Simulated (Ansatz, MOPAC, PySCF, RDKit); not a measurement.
Complex: N2 (SMILES N#N) (first 2 atoms) with PH3 (SMILES P); geometry from B3LYP-D3(BJ)/def2-TZVP, rigid monomers moved along the line of their centres of mass till N2···H6 is 2.96 Å.
(charge 0, multiplicity 1):
```xyz
6

N     -0.474     0.529    -0.259
N      0.544     0.139    -0.295
P      0.171    -0.174     3.405
H     -0.815    -0.791     2.593
H     -0.035     1.105     2.827
H      1.226    -0.498     2.514
```

| level | interaction energy (kJ/mol) | minus CCSD(T)/CBS(aug-cc-pV(D+d)Z, aug-cc-pV(T+d)Z) | cost |
|---|---|---|---|
| MMFF94 | 0.3 | 0.8 | - |
| UFF | -2.4 | -1.8 | - |
| AM1 | 5.4 | 5.9 | - |
| PM3 | 17.0 | 17.5 | - |
| PM6 | -0.2 | 0.3 | - |
| HF/STO-3G (no counterpoise) | 2.3 | 2.8 | - |
| HF/6-31G* | 6.0 | 6.5 | - |
| HF/6-31G* (no counterpoise) | 4.4 | 4.9 | - |
| HF/aug-cc-pV(D+d)Z | 6.1 | 6.6 | - |
| BP86/6-31G* (no counterpoise) | 4.6 | 5.1 | - |
| B3LYP/6-31G* (no counterpoise) | 2.8 | 3.3 | - |
| B3LYP/def2-TZVPPD | 5.0 | 5.5 | ×2 |
| B3LYP-D3(BJ)/def2-TZVPPD | -0.7 | -0.2 | ×2 |
| PBE0/def2-TZVPPD | 2.4 | 2.9 | ×1 |
| M06-2X/6-31G* (no counterpoise) | -2.7 | -2.1 | - |
| wB97X-V/def2-TZVPPD | -0.5 | 0.1 | ×3 |
| MP2/aug-cc-pV(T+d)Z | -0.7 | -0.1 | - |
| SCS-MP2/aug-cc-pV(D+d)Z | 1.5 | 2.1 | - |
| CCSD/aug-cc-pV(D+d)Z | 1.7 | 2.2 | - |
| CCSD(T)/CBS(aug-cc-pV(D+d)Z, aug-cc-pV(T+d)Z) | -0.5 | 0.0 | ×200* |

 The comparison column counts from a level with limits of its own.

The rows run from -2.7 (M06-2X/6-31G* (no counterpoise)) to 17.0 kJ/mol (PM3). The dispersion term adds -5.7 in B3LYP-D3(BJ). The 3 functionals in def2-TZVPPD without D3 or D4 span 5.4, from wB97X-V to B3LYP.

Monomers are frozen at their geometry in the pair; levels with a basis set take the counterpoise correction. Rows marked so take none. RDKit's UFF carries no charges.

Correlated levels freeze the cores. CBS(a, b) extrapolates the correlation energy as X⁻³ and adds the Hartree–Fock energy of set b. Rows in 6-31G*, STO-3G carry no dispersion term and start afresh at each structure (6-31G* with six Cartesian d functions). The state reached by AM1, PM3, PM6 isn't checked.

Programs: Ansatz (a program for electronic structure) with Gaussian orbitals; MOPAC for AM1, PM3, PM6 (differences of heats of formation); PySCF for 6-31G* rows, STO-3G rows, the dispersion terms; RDKit for the force fields. 

Costs are rough ratios of core time to PBE/def2-TZVPPD (about 2.4 s over the structures, on one shared machine); a dash marks a level with no comparable run of its own. A star marks coupled-cluster runs past 200 virtual orbitals, where the program's memory plan changes under this machine's limit, so their costs aren't comparable with smaller runs.
